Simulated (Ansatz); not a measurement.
The same path of C$_{3}$H$_{8}$N$_{2}$Si (14 atoms, charge 0, multiplicity 1) was run twice with different band settings. The coordinate that changes most is the dihedral C2–Si5–N6–H13.

Theory: RKS B3LYP-D4/STO-3G in Ansatz 0.2.0.

Relaxed end points:

```xyz
14
Properties=species:S:1:pos:R:3
N 0.443 0.324 -2.232
C 0.481 0.048 -0.817
C 1.091 -0.966 -0.149
C 0.620 -0.833 1.320
Si -0.380 0.660 0.731
N -2.120 0.534 0.934
H 0.479 1.362 -2.408
H 1.284 -0.090 -2.712
H 1.779 -1.731 -0.533
H 1.432 -0.649 2.042
H 0.035 -1.695 1.681
H -0.004 1.984 1.185
H -2.518 -0.320 0.476
H -2.637 1.342 0.510
```

```xyz
14
Properties=species:S:1:pos:R:3
N 0.588 0.545 -2.215
C 0.525 0.119 -0.842
C 1.070 -0.975 -0.246
C 0.508 -0.983 1.195
Si -0.392 0.620 0.700
N -2.139 0.723 0.570
H 0.597 1.595 -2.286
H 1.465 0.196 -2.679
H 1.762 -1.716 -0.668
H 1.275 -0.911 1.983
H -0.127 -1.856 1.419
H 0.039 1.828 1.375
H -2.603 0.952 1.481
H -2.581 -0.167 0.242
```

Common settings: movable images 7; climbing image yes; optimiser quadratic models (default); start path IDPP; force threshold 0.03 eV/Å; end points relaxed.

| run | spring | iteration limit |
| --- | --- | --- |
| 1 | 5.0 eV/Å² | 59 |
| 2 | 0.1 eV/Å² | 60 |

(1) What does each run give, and how far can it be trusted?

Answers

(1) Run 1: converged after 6 iterations, highest image 0.135 eV above the first end. A vibrational analysis at the climbing image gives one clearly imaginary mode, 241i cm⁻¹: a first-order saddle point.
Run 2: converged after 6 iterations, highest image 0.135 eV above the first end. Another band between the same ends (7 images) ends at a top of the same energy, where a vibrational analysis finds 1 clearly imaginary mode.
Limits of this set-up: minimal basis.
